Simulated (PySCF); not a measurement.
## Bond curve of SeN

Set-up: basis Se cc-pVDZ-PP with ECP10, N cc-pVDZ; scalar-relativistic core potentials; PySCF 2.14. Energies in eV from Se + N in their ground configurations at the same level. State: ²Π (doublet), unpaired electrons π ↑.

| R (Å) | UHF-CCSD(T) |
| --- | --- |
| 1.495 | -1.852 |
| 1.561 | -2.477 |
| 1.611 | -2.716 |
| 1.661 | -2.818 |
| 1.711 | -2.817 |
| 1.777 | -2.702 |
| 1.860 | -2.442 |
| 1.960 | -2.057 |

Q: Put a parabola through the three lowest points of the UHF-CCSD(T) curve and estimate Re, k and ωe (reduced mass 11.92 u; 1 eV/Å² = 0.16022 mdyn/Å; ωe = 1302.8·√(k/μ) cm⁻¹).

A: Through R = 1.611, 1.661, 1.711 Å the second-order coefficient is 20.6 eV/Å², so Re ≈ 1.686 Å, k ≈ 6.60 mdyn/Å and ωe ≈ 969 cm⁻¹. A polynomial fit of higher order to the unrounded UHF-CCSD(T) energies gives Re = 1.685 Å, k = 5.70 mdyn/Å, ωe = 901 cm⁻¹; anharmonicity and rounding make the difference.

The higher-order fit for each curve: UHF-CCSD(T): Re = 1.685 Å, ωe = 901 cm⁻¹, De = 2.83 eV.

Correlated steps freeze 5 core orbitals. Correlated levels converge slowly with the basis: in double zeta they bind strong bonds too weakly, by up to about 1 eV, and carry superposition errors of some tenths. Spin–orbit coupling is left out. The state was picked by a PBE0 search and need not be the measured ground state.
